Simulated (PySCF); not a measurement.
Species: `C[SiH2]C[Si@@H](N[SiH3])[SiH2]C`. The columns A, B, C and D hold Mulliken, IAO, Hirshfeld and ESP-fitted charges (e) of one PBE0/pcSseg-1 density (PySCF), in a shuffled order. Coordinates in Å (GFN2-xTB); the density's dipole moment is (1.14, 0.70, -0.49) D.

```
atom       x       y       z       A       B       C       D
  C1   4.069   0.266   0.046  -0.624  -0.712  -0.622  -0.213
 Si2   2.339  -0.517   0.012  +0.767  +0.766  +0.628  +0.343
  C3   1.144   0.620  -0.929  -0.772  -0.821  -0.870  -0.250
 Si4  -0.713   0.234  -0.728  +0.551  +0.762  +0.677  +0.307
  N5  -0.887  -1.452  -1.122  -0.809  -0.944  -0.855  -0.333
 Si6  -2.261  -2.488  -0.983  +0.487  +0.753  +0.625  +0.347
 Si7  -1.515   0.683   1.394  +0.405  +0.419  +0.293  +0.240
  C8  -2.412   2.362   1.434  -0.572  -0.699  -0.615  -0.213
  H9   4.457   0.431  -0.956  +0.143  +0.154  +0.136  +0.042
 H10   4.775  -0.372   0.569  +0.144  +0.157  +0.140  +0.042
 H11   4.058   1.226   0.554  +0.148  +0.154  +0.136  +0.042
 H12   1.879  -0.733   1.391  -0.194  -0.130  -0.075  -0.082
 H13   2.437  -1.824  -0.662  -0.186  -0.138  -0.088  -0.085
 H14   1.308   1.651  -0.614  +0.191  +0.160  +0.167  +0.041
 H15   1.401   0.591  -1.989  +0.203  +0.163  +0.173  +0.043
 H16  -1.424   0.980  -1.797  -0.131  -0.139  -0.066  -0.092
 H17  -0.036  -1.916  -1.392  +0.381  +0.266  +0.226  +0.107
 H18  -2.103  -3.544  -1.985  -0.097  -0.130  -0.108  -0.080
 H19  -3.444  -1.669  -1.238  -0.084  -0.136  -0.107  -0.079
 H20  -2.342  -3.080   0.358  -0.127  -0.153  -0.105  -0.089
 H21  -2.478  -0.316   1.889  -0.116  -0.106  -0.050  -0.078
 H22  -0.467   0.755   2.431  -0.115  -0.107  -0.058  -0.081
 H23  -1.754   3.172   1.131  +0.127  +0.150  +0.134  +0.038
 H24  -3.267   2.369   0.764  +0.128  +0.153  +0.139  +0.040
 H25  -2.776   2.595   2.430  +0.154  +0.157  +0.143  +0.043
```

Problem. Which column most likely holds the ESP-fitted charges?

Solution. A. Σ q r misses the density's dipole by 0.03 D (A), 1.04 D (D), 2.31 D (B), 3.07 D (C). Charges fitted to the outside potential are the only set here that is tied to the molecule's multipoles.

Problem. And the Hirshfeld charges?

Solution. D. The mean sizes are 0.134 e (D), 0.289 e (C), 0.306 e (A), 0.337 e (B), and Hirshfeld charges are commonly the smallest of these schemes.

As computed, A = ESP-fitted, B = IAO, C = Mulliken, D = Hirshfeld. Hydrogens on carbon: ESP-fitted +0.13 to +0.20, IAO +0.15 to +0.16, Mulliken +0.13 to +0.17, Hirshfeld +0.04 to +0.04 e.

The IAO scheme projects the occupied orbitals on a minimal set of polarised atomic orbitals and counts the electrons in each atom's part of it. The Hirshfeld scheme divides the density at each point in proportion to the densities of the neutral, spherically averaged free atoms.

Isolated species at its GFN2-xTB geometry (one conformer only).

Shape of the structure used: `[CH3:1][SiH2:2][CH2:3][Si@@H:4]([NH:5][SiH3:6])[SiH2:7][CH3:8]`: C1–Si2–C3–Si4 -166°, Si2–C3–Si4–N5 -53°, C3–Si4–N5–Si6 173°, C3–Si4–Si7–C8 100°.
